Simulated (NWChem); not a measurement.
# InIF2; SMILES [I][In]([F])[F]

```xyz
4

In     0.0000     0.0000     1.0003
F      0.0000    -1.6329     2.0537
F      0.0000     1.6329     2.0537
I      0.0000     0.0000    -1.6223
```
Atoms are numbered in this order, from 1.

Coordinates come from a PBE0/def2-SVP optimisation. def2 effective core potentials on In, I; no spin-orbit coupling.

Symmetry labels are those of C2v in the frame above (b1 and b2, or b-type labels, depend on it).

List the 4 lowest vertical singlet excitations from PBE/def2-SVP with def2 effective core potentials on In, I, full TDDFT (NWChem).


| state | energy (eV) | oscillator strength | symmetry | leading excitation (squared amplitude) |
|---|---|---|---|---|
| S1 | 3.47 | 0.006 | b2 | HOMO → LUMO (1.00) |
| S2 | 3.59 | 0.005 | b1 | HOMO−1 → LUMO (1.00) |
| S3 | 4.63 | 0.007 | b2 | HOMO−3 → LUMO (0.98) |
| S4 | 4.65 | 0.000 | a2 | HOMO−4 → LUMO (1.00) |
